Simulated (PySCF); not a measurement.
# Excitation energy of Ir by level of theory

Ir [Xe] 4f14 5d7 6s2 (4F) → Ir [Xe] 4f14 5d6 6s2 6p1 (high-spin determinant), as a difference of total energies. Computed with PySCF 2.14 in aug-cc-pwCVDZ-PP with ECP60MDF, with scalar relativity through the core potential. Correlated levels: valence: 5s2 5p6 frozen. The calculations carry no spin-orbit coupling.

| method | excitation energy (eV) |
| --- | --- |
| UHF | 4.213 |
| MP2 (valence) | 5.264 |
| SCS-MP2 (valence) | 5.469 |
| CCSD (valence) | 4.941 |
| CCSD(T) (valence) | 4.739 |

Q: How much does correlation contribute at CCSD(T) (valence)?

A: 4.739 − (4.213) = 0.526 eV, measured against UHF.

The coupled-cluster amplitudes are large for the upper state (T1 above 0.03 or a double amplitude above 0.15), so a single reference is strained.

The determinant of the upper state mixes LS terms, which raises its energy above the lowest term, most at the Hartree-Fock and MP2 levels.
